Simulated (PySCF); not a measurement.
PySCF input (PW6B95/def2-TZVPD):

```python
from pyscf import gto, scf, dft

mol = gto.M(
    atom='''
    O    -0.70682561   -1.23878399   -0.03284391
    S     0.00000000   -0.00000000    0.00000000
    O    -0.71953190    1.23187070    0.00594747
    O     1.42635751    0.00691329    0.02689644
    ''',
    basis='def2-tzvpd',
    charge=0,
    spin=0,
    verbose=4,
)

mf = dft.RKS(mol, xc='pw6b95').density_fit(auxbasis='def2-universal-jkfit')
mf.grids.level = 3
mf.conv_tol = 1e-9
mf.max_cycle = 100
mf.max_memory = 1500
mf.kernel()
if not mf.converged:
    mf = mf.newton()
    mf.kernel(mf.make_rdm1())
mf.analyze()
```

End of the output:

```
Extra cycle  E= -624.507766098783  delta_E= -2.27e-13  |g|= 6.09e-07  |ddm|= 6.04e-07
converged SCF energy = -624.507766098783
**** SCF Summaries ****
Total Energy =                        -624.507766098783350
Nuclear Repulsion Energy =             183.554533801485036
One-electron Energy =                -1223.274330758408951
Two-electron Energy =                  415.212030858140565
Two-electron Coulomb Energy =          467.375119811964225
DFT Exchange-Correlation Energy =      -52.163088953823674
HOMO-LUMO gap [eV] =                     7.533549265824378
**** MO energy ****
MO #1   energy= -89.5001881237462  occ= 2
MO #2   energy= -19.3828411294927  occ= 2
MO #3   energy= -19.3828407106148  occ= 2
MO #4   energy= -19.3828089422488  occ= 2
MO #5   energy= -8.27627632803641  occ= 2
MO #6   energy= -6.21547498114692  occ= 2
MO #7   energy= -6.20974878695492  occ= 2
MO #8   energy= -6.20974724758535  occ= 2
MO #9   energy= -1.25260419477657  occ= 2
MO #10  energy= -1.12370479671675  occ= 2
MO #11  energy= -1.12370415833253  occ= 2
MO #12  energy= -0.662946391392445 occ= 2
MO #13  energy= -0.584305326010387 occ= 2
MO #14  energy= -0.561958759223364 occ= 2
MO #15  energy= -0.561958709228491 occ= 2
MO #16  energy= -0.456168368729294 occ= 2
MO #17  energy= -0.456168172754092 occ= 2
MO #18  energy= -0.429353819067406 occ= 2
MO #19  energy= -0.429353165580601 occ= 2
MO #20  energy= -0.377480183298758 occ= 2
MO #21  energy= -0.100627351903572 occ= 0
MO #22  energy= -0.090633817974723 occ= 0
MO #23  energy= 0.0311854918934501 occ= 0
MO #24  energy= 0.037840671048918  occ= 0
MO #25  energy= 0.0378437184760665 occ= 0
MO #26  energy= 0.0380353108582322 occ= 0
MO #27  energy= 0.0934329272962739 occ= 0
MO #28  energy= 0.0934371389370276 occ= 0
MO #29  energy= 0.103967272560983  occ= 0
MO #30  energy= 0.103967680270641  occ= 0
MO #31  energy= 0.105806019399091  occ= 0
MO #32  energy= 0.153960743929565  occ= 0
MO #33  energy= 0.160215506020555  occ= 0
MO #34  energy= 0.160217166767021  occ= 0
MO #35  energy= 0.16120600451502   occ= 0
MO #36  energy= 0.166755053668894  occ= 0
MO #37  energy= 0.166756364090151  occ= 0
MO #38  energy= 0.199451341818939  occ= 0
MO #39  energy= 0.216127306920147  occ= 0
MO #40  energy= 0.216127447255715  occ= 0
MO #41  energy= 0.242071374712117  occ= 0
MO #42  energy= 0.242071528132353  occ= 0
MO #43  energy= 0.249398808564454  occ= 0
MO #44  energy= 0.325274810656569  occ= 0
MO #45  energy= 0.325283057832827  occ= 0
MO #46  energy= 0.366124375486911  occ= 0
MO #47  energy= 0.370887240162054  occ= 0
MO #48  energy= 0.387175660728345  occ= 0
MO #49  energy= 0.387177255024594  occ= 0
MO #50  energy= 0.405678218474125  occ= 0
MO #51  energy= 0.405681401278149  occ= 0
MO #52  energy= 0.474873717272662  occ= 0
MO #53  energy= 0.487867881896887  occ= 0
MO #54  energy= 0.487870516461368  occ= 0
MO #55  energy= 0.500529957555372  occ= 0
MO #56  energy= 0.500532758227067  occ= 0
MO #57  energy= 0.504916006587669  occ= 0
MO #58  energy= 0.518246851825985  occ= 0
MO #59  energy= 0.541333778056096  occ= 0
MO #60  energy= 0.565914662291926  occ= 0
MO #61  energy= 0.565917082857091  occ= 0
MO #62  energy= 0.592999312766412  occ= 0
MO #63  energy= 0.593006466412322  occ= 0
MO #64  energy= 0.644698886577319  occ= 0
MO #65  energy= 0.648830355576996  occ= 0
MO #66  energy= 0.648832995370925  occ= 0
MO #67  energy= 0.765648280884999  occ= 0
MO #68  energy= 0.797978605537207  occ= 0
MO #69  energy= 0.824064152155321  occ= 0
MO #70  energy= 0.82406502595606   occ= 0
MO #71  energy= 0.862876132365679  occ= 0
MO #72  energy= 0.862877772672873  occ= 0
MO #73  energy= 0.876288810487362  occ= 0
MO #74  energy= 0.888995148468818  occ= 0
MO #75  energy= 0.888995512776926  occ= 0
MO #76  energy= 0.947573000342581  occ= 0
MO #77  energy= 0.971627131378853  occ= 0
MO #78  energy= 0.971635608895701  occ= 0
MO #79  energy= 1.06782277522189   occ= 0
MO #80  energy= 1.07035978414978   occ= 0
MO #81  energy= 1.07036518198829   occ= 0
MO #82  energy= 1.39432704304497   occ= 0
MO #83  energy= 1.39432811018572   occ= 0
MO #84  energy= 1.51662404253218   occ= 0
MO #85  energy= 1.55103376002793   occ= 0
MO #86  energy= 1.55103826873954   occ= 0
MO #87  energy= 1.56528734411026   occ= 0
MO #88  energy= 1.59599548251651   occ= 0
MO #89  energy= 1.65879903266488   occ= 0
MO #90  energy= 1.73016236144612   occ= 0
MO #91  energy= 1.73016402400631   occ= 0
MO #92  energy= 1.77327368645725   occ= 0
MO #93  energy= 1.77327762065769   occ= 0
MO #94  energy= 1.7858850238168    occ= 0
MO #95  energy= 1.85391782635969   occ= 0
MO #96  energy= 1.85391816038998   occ= 0
MO #97  energy= 1.90410563633939   occ= 0
MO #98  energy= 1.98002429702206   occ= 0
MO #99  energy= 1.98002731824357   occ= 0
MO #100 energy= 2.19243461102336   occ= 0
MO #101 energy= 2.24354051361981   occ= 0
MO #102 energy= 2.24354113419641   occ= 0
MO #103 energy= 2.31763925889161   occ= 0
MO #104 energy= 2.34997257214432   occ= 0
MO #105 energy= 2.34997333758963   occ= 0
MO #106 energy= 2.38135628283986   occ= 0
MO #107 energy= 2.38135674899453   occ= 0
[...]
```
